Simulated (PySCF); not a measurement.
**Unknown compound**

The spectra below were simulated for a compound C6H14Si3.

$^{1}$H NMR (300 MHz, computed): δ 4.75 (m, 1H), 3.44 (m, 3H), 3.38 (m, 1H), 3.16 (m, 1H), 1.37 (m, 1H), 0.78 (m, 1H), 0.77 (m, 1H), 0.76 (m, 1H), 0.72 (m, 1H), 0.34 (d, 3H).

$^{13}$C{$^{1}$H} NMR (computed): δ 124.7 (C), 79.8 (C), 11.8 (CH2), 11.6 (CH2), 3.5 (CH), -0.6 (CH3).

- NMR shieldings at PBE0/pcSseg-1/GIAO
- GFN2-xTB geometry
- code: PySCF 2.14
- averaged over atoms made equivalent by symmetry, fast rotation or ring inversion, no solvent model, one conformer, no relativistic terms

δ = σ(ref) − σ, references computed at the same level: $^{1}$H (31.72 ppm), $^{13}$C (186.93 ppm) against TMS.

Problem. Choose the structure that fits.
A. C[Si@H](C#CC1CC1)[SiH2][SiH3]
B. C=C(C)C1=C[SiH2]C1([SiH3])[SiH3]
C. [SiH3]C1([SiH3])[SiH2]C=C1C1CC1

Solution. A. 

- The formula gives 3 degrees of unsaturation (1 ring in the answer).
- 6 carbon signals for 6 carbons: no two carbons are equivalent.
- Carbon types of the structure: 2 × C, 1 × CH, 2 × CH2, 1 × CH3, leaving 6 H on heteroatoms.
- δC 124.7, 79.8: alkyne carbon.
- δC 11.8, 11.6, 3.5: three-membered-ring carbon; carbons of three-membered rings are unusually shielded.
- δC -0.6: methyl carbon bonded to Si; an electropositive neighbour leaves it electron-rich and shielded.
- δH 1.37, 0.78, 0.77, 0.76, 0.72: hydrogen on a three-membered-ring carbon; cyclopropane-type protons are shielded by the ring.
- δH 0.34: hydrogen on a methyl carbon bonded to Si; an electropositive neighbour shields it, as in TMS itself.

The others: [SiH3]C1([SiH3])[SiH2]C=C1C1CC1 would give 5 carbon signals, not 6; C=C(C)C1=C[SiH2]C1([SiH3])[SiH3] would give 6 signals for carbon-bound and other non-exchanging H, not 10.

Shifts are as computed. Against solution values, carbons near 30 ppm lie about +3 ppm off and those near 130 ppm about +5 ppm. Of 1211 compounds with measured shifts, 218 miss one by over three times the rms of a fit or turn the order of signals round; such compounds aren't used in these exercises. No couplings were computed; multiplicities are counted from neighbouring protons, with m where these are inequivalent, close in shift, in a saturated or five-membered ring or joined by F or P, and br s for small geminal =CH2 splittings.
